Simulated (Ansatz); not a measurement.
```yaml
crystal:
  periodic: [false, false, false]
  atoms:
    - {symbol: C, position_ang: [-0.558515, -1.480722, 0.492000]}
    - {symbol: B, position_ang: [0.371763, -0.671344, -0.492628]}
    - {symbol: C, position_ang: [1.933713, -0.692715, -0.259580]}
    - {symbol: C, position_ang: [-0.192078, -0.221499, -1.892076]}
    - {symbol: O, position_ang: [0.121148, 1.445016, 0.544225]}
    - {symbol: Si, position_ang: [-1.270252, 1.884867, 1.330242]}
    - {symbol: H, position_ang: [-1.613128, -1.193315, 0.451125]}
    - {symbol: H, position_ang: [-0.521776, -2.532726, 0.174805]}
    - {symbol: H, position_ang: [-0.226932, -1.467636, 1.533886]}
    - {symbol: H, position_ang: [2.460469, 0.136834, -0.740000]}
    - {symbol: H, position_ang: [2.322606, -1.607108, -0.728742]}
    - {symbol: H, position_ang: [2.231201, -0.748317, 0.792415]}
    - {symbol: H, position_ang: [0.396096, 0.565058, -2.370546]}
    - {symbol: H, position_ang: [-0.152791, -1.093383, -2.560572]}
    - {symbol: H, position_ang: [-1.239371, 0.090726, -1.861901]}
    - {symbol: H, position_ang: [0.955599, 1.535544, 1.007641]}
    - {symbol: H, position_ang: [-1.444916, 1.120760, 2.592719]}
    - {symbol: H, position_ang: [-2.371711, 1.589879, 0.388702]}
    - {symbol: H, position_ang: [-1.243126, 3.335782, 1.654683]}
basis:
  gaussian: {orbitals: def2-SVP, nuclear_model: gaussian}
total_charge: 4
hamiltonian: {xc: {name: BLYP}, dispersion: d4}
accuracy: high
output: {forces: true}
```

```sh
$ ansatz run in.yaml --threads 4 --pin off --events-out ev --progress --plain --max-ram 11315MiB
```

Shortened log:

```
Functional definition: BLYP
3800 factors; integrals over basis functions are off by at most 2.5e-8 eV
mean field evaluation 1: about -13730.4426 eV, gradient 1.9e2 eV
mean field evaluation 2: about -11839.5092 eV, gradient 5.5e2 eV
mean field evaluation 4: about -13244.2865 eV, gradient 3.3e2 eV
mean field evaluation 8: about -13843.6183 eV, gradient 8.6e0 eV
mean field evaluation 16: about -13844.5196 eV, gradient 5.0e-5 eV
mean field -13844.62149336 eV, -508.7804556594 hartree, gradient 1.6e-8 eV, S^2 0.000000; 12 other end points of the search recorded, 0 dependent functions left out
reference -13844.62155987 eV, -508.7804581036 hartree; 27, 27 occupied and 126, 126 virtual orbitals, 3800 factors
Total energy: -13845.21142395 eV, -508.8021352088 hartree
Atom 0 at    -0.558515    -1.480722     0.492000 Å, force     0.240809    -0.672330     0.733900 eV/Å
Atom 1 at     0.371763    -0.671344    -0.492628 Å, force    -1.698150    -1.506503     0.033744 eV/Å
Atom 2 at     1.933713    -0.692715    -0.259580 Å, force     2.419310    -0.589014    -0.354263 eV/Å
Atom 3 at    -0.192078    -0.221499    -1.892076 Å, force     0.664839    -0.007099    -1.500068 eV/Å
Atom 4 at     0.121148     1.445016     0.544225 Å, force    -1.338554    -0.929932    -0.503934 eV/Å
Atom 5 at    -1.270252     1.884867     1.330242 Å, force    -0.811691     0.351090    -0.677347 eV/Å
Atom 6 at    -1.613128    -1.193315     0.451125 Å, force    -1.417091     0.977954    -0.005474 eV/Å
Atom 7 at    -0.521776    -2.532726     0.174805 Å, force     0.679475    -1.189970    -1.008281 eV/Å
Atom 8 at    -0.226932    -1.467636     1.533886 Å, force     0.216103     0.200645     1.430506 eV/Å
Atom 9 at     2.460469     0.136834    -0.740000 Å, force     0.589066     1.290094    -0.708453 eV/Å
Atom 10 at     2.322606    -1.607108    -0.728742 Å, force    -0.276863    -1.285588    -1.164758 eV/Å
Atom 11 at     2.231201    -0.748317     0.792415 Å, force    -0.340353     0.368705     1.657510 eV/Å
Atom 12 at     0.396096     0.565058    -2.370546 Å, force     0.517537     1.327896    -0.980617 eV/Å
Atom 13 at    -0.152791    -1.093383    -2.560572 Å, force     0.939205    -1.623669    -0.363264 eV/Å
Atom 14 at    -1.239371     0.090726    -1.861901 Å, force    -1.444096     1.199064     0.887379 eV/Å
Atom 15 at     0.955599     1.535544     1.007641 Å, force     2.222289     0.703744     0.834005 eV/Å
Atom 16 at    -1.444916     1.120760     2.592719 Å, force    -0.055244    -0.766841     1.894595 eV/Å
Atom 17 at    -2.371711     1.589879     0.388702 Å, force    -1.201940    -0.265763    -0.943308 eV/Å
Atom 18 at    -1.243126     3.335782     1.654683 Å, force     0.095347     2.417517     0.738128 eV/Å
Dipole moment:    -0.100227    -0.108238     0.220065 e Å
```

Question: What is wrong with this run?

Answer: The charge is far from anything that the molecule holds. The run converged. The result belongs to that input, not to the molecule as meant.
